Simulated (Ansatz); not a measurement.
`[SiH3][SiH2]C[SeH]` + `NC1O[SiH2]1` → `[SeH]C1O[SiH2]1` + `NC[SiH2][SiH3]`  (redistribution)

Isolated molecules relaxed with PBE0-D4/def2-TZVP in Ansatz; ΔE leaves out vibrations. CBS: MP2 limit from def2 TZ/QZ plus the TZ coupled-cluster correction, frozen cores. DFT in def2-TZVPP. B3LYP here is the variant with VWN-RPA as its local correlation; programs differ in this. For Se outer-core shells are correlated without core-valence functions, which leaves a few kJ/mol of doubt a bond. Scalar relativity is left out up to krypton. One conformer a species, not always the lowest.

`[SiH3][SiH2]C[SeH]`:

Z-matrix (Å, degrees):
```
Si
Si 1 2.342
H 1 1.489 2 109.3
H 1 1.490 2 109.8 3 -118.7
H 1 1.485 2 111.9 3 121.0
C 2 1.880 1 109.5 3 -37.4
H 2 1.491 1 110.3 3 -156.5
H 2 1.493 1 110.9 3 84.3
Se 6 1.957 2 110.1 1 -54.4
H 6 1.090 2 113.6 1 -178.1
H 6 1.092 2 110.0 1 60.4
H 9 1.470 6 95.5 2 -47.9
```

`NC1O[SiH2]1`:

Cartesian coordinates in Å:
```
N 0.987 -0.717 0.950
C 0.365 0.375 0.334
O -1.142 0.486 0.451
Si -0.696 0.321 -1.134
H 0.941 -0.672 1.960
H 0.643 -1.613 0.637
H 0.808 1.321 0.639
H -0.899 1.470 -2.045
H -1.007 -0.971 -1.792
```

`[SeH]C1O[SiH2]1`:

```xyz
8

Se    2.122   -0.620   -0.064
C     0.584    0.512   -0.307
O    -0.055    1.037    0.903
Si   -1.129    0.082    0.064
H     1.378   -1.824    0.328
H     0.844    1.300   -1.011
H    -2.292    0.755   -0.552
H    -1.451   -1.241    0.640
```

`NC[SiH2][SiH3]`:

Cartesian coordinates in Å:
```
N 0.642 1.777 -1.548
C 0.605 0.428 -0.999
Si -0.650 0.324 0.409
Si -0.595 -1.784 1.429
H 1.297 1.841 -2.318
H 0.939 2.444 -0.848
H 1.575 0.042 -0.648
H 0.265 -0.262 -1.779
H -2.022 0.605 -0.095
H -0.317 1.361 1.430
H -0.914 -2.852 0.442
H -1.582 -1.862 2.539
H 0.759 -2.061 1.986
```

(1) Is it downhill or uphill in electronic energy at CCSD(T)/CBS, and by how much? (Estimate.)

(2) What do these levels give: B3LYP-D4, B3LYP, MP2/def2-TZVPP, CCSD/def2-TZVPP, CCSD(T)/def2-TZVPP, MP2/CBS(def2)? (Best estimate.)

Largest T1 diagnostic among the species: 0.014.

Results:

(1) Ansatz gave: Uphill: ΔE = +45.4 kJ/mol.

(2) Ansatz gave: B3LYP-D4 44.5, B3LYP 40.0, MP2/def2-TZVPP 47.5, CCSD/def2-TZVPP 43.9, CCSD(T)/def2-TZVPP 44.9, MP2/CBS(def2) 48.0 kJ/mol.

In def2-TZVPP, CCSD(T) changes the Hartree–Fock value by +3.6 kJ/mol (the triples alone add +1.0 kJ/mol) and MP2 by +6.2 kJ/mol. The D4 term adds +4.5 kJ/mol with B3LYP and +2.4 kJ/mol with PBE0; it sums over pairs of atoms, weighted by their polarisabilities, and B3LYP, whose exchange is more repulsive, gets the larger term.
